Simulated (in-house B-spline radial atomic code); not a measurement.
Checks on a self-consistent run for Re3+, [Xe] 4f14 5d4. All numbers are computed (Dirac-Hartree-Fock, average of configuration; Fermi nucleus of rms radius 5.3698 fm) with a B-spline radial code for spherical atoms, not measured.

```json
{"orbital": "1s1/2", "q": "2", "ε (Eh)": "-2652.14423", "<1/r>": "88.7082", "<r²>": "0.000447938", "small-component weight": "0.08021"}
{"orbital": "2s1/2", "q": "2", "ε (Eh)": "-465.81964", "<1/r>": "21.6453", "<r²>": "0.00681163", "small-component weight": "0.01824"}
{"orbital": "2p1/2", "q": "2", "ε (Eh)": "-444.79189", "<1/r>": "21.565", "<r²>": "0.00487183", "small-component weight": "0.018266"}
{"orbital": "2p3/2", "q": "4", "ε (Eh)": "-391.77949", "<1/r>": "18.0315", "<r²>": "0.00606514", "small-component weight": "0.01645"}
{"orbital": "3s1/2", "q": "2", "ε (Eh)": "-111.00683", "<1/r>": "7.96049", "<r²>": "0.0442912", "small-component weight": "0.0060435"}
{"orbital": "3p1/2", "q": "2", "ε (Eh)": "-101.66634", "<1/r>": "7.86105", "<r²>": "0.0407123", "small-component weight": "0.0059708"}
{"orbital": "3p3/2", "q": "4", "ε (Eh)": "-89.97979", "<1/r>": "6.95107", "<r²>": "0.0471897", "small-component weight": "0.0054583"}
{"orbital": "3d3/2", "q": "4", "ε (Eh)": "-74.50881", "<1/r>": "6.82592", "<r²>": "0.0366375", "small-component weight": "0.0053139"}
{"orbital": "3d5/2", "q": "6", "ε (Eh)": "-71.99741", "<1/r>": "6.61209", "<r²>": "0.0384172", "small-component weight": "0.0051704"}
{"orbital": "4s1/2", "q": "2", "ε (Eh)": "-25.26490", "<1/r>": "3.32468", "<r²>": "0.219299", "small-component weight": "0.0019684"}
{"orbital": "4p1/2", "q": "2", "ε (Eh)": "-21.33050", "<1/r>": "3.21211", "<r²>": "0.226344", "small-component weight": "0.0018769"}
{"orbital": "4p3/2", "q": "4", "ε (Eh)": "-18.57476", "<1/r>": "2.91205", "<r²>": "0.259262", "small-component weight": "0.0016979"}
{"orbital": "4d3/2", "q": "4", "ε (Eh)": "-12.10790", "<1/r>": "2.69368", "<r²>": "0.282241", "small-component weight": "0.0014965"}
{"orbital": "4d5/2", "q": "6", "ε (Eh)": "-11.59009", "<1/r>": "2.6189", "<r²>": "0.294933", "small-component weight": "0.001444"}
{"orbital": "5s1/2", "q": "2", "ε (Eh)": "-4.80020", "<1/r>": "1.27839", "<r²>": "1.23341", "small-component weight": "0.00042905"}
{"orbital": "5p1/2", "q": "2", "ε (Eh)": "-3.50204", "<1/r>": "1.16216", "<r²>": "1.47", "small-component weight": "0.00036406"}
{"orbital": "5p3/2", "q": "4", "ε (Eh)": "-3.07264", "<1/r>": "1.05904", "<r²>": "1.71144", "small-component weight": "0.00031504"}
{"orbital": "4f5/2", "q": "6", "ε (Eh)": "-3.37742", "<1/r>": "2.1923", "<r²>": "0.397055", "small-component weight": "0.0010589"}
{"orbital": "4f7/2", "q": "8", "ε (Eh)": "-3.27856", "<1/r>": "2.16144", "<r²>": "0.408939", "small-component weight": "0.0010364"}
{"orbital": "5d3/2", "q": "1.6", "ε (Eh)": "-1.44640", "<1/r>": "0.781111", "<r²>": "3.12396", "small-component weight": "0.00017723"}
{"orbital": "5d5/2", "q": "2.4", "ε (Eh)": "-1.40972", "<1/r>": "0.757677", "<r²>": "3.29161", "small-component weight": "0.00016745"}
```

Electron-electron repulsion V_ee = 6131.3767 hartree.

(1) What total energy follows from the eigenvalues?

(2) Does the Dirac virial theorem hold?

(3) What diamagnetic shielding (Lamb formula) and susceptibility (Langevin formula) do the radii give?

## Answers

(1) The eigenvalues count the repulsion twice, so E = Σqε - V_ee = -10574.462 - 6131.377 = -16705.839 hartree; the run printed -16705.839.

(2) For a point nucleus E = -2c²Σq·w, with w the small-component weight. Here Σq·w = 0.44468 and c = 137.0360, so the ratio E/(-2c²Σq·w) is 1.000279; the finite nucleus accounts for the departure from 1.

(3) σ = (α²/3)Σq<1/r> = 556.227/(3·137.036²) = 9873.3 ppm, and χ = -0.79199×10⁻⁶·Σq<r²> = -28.84×10⁻⁶ cm³/mol with Σq<r²> = 36.416 bohr². Both are non-relativistic formulas without the paramagnetism of open shells; for so heavy an element the full relativistic shielding is larger by tens of per cent.
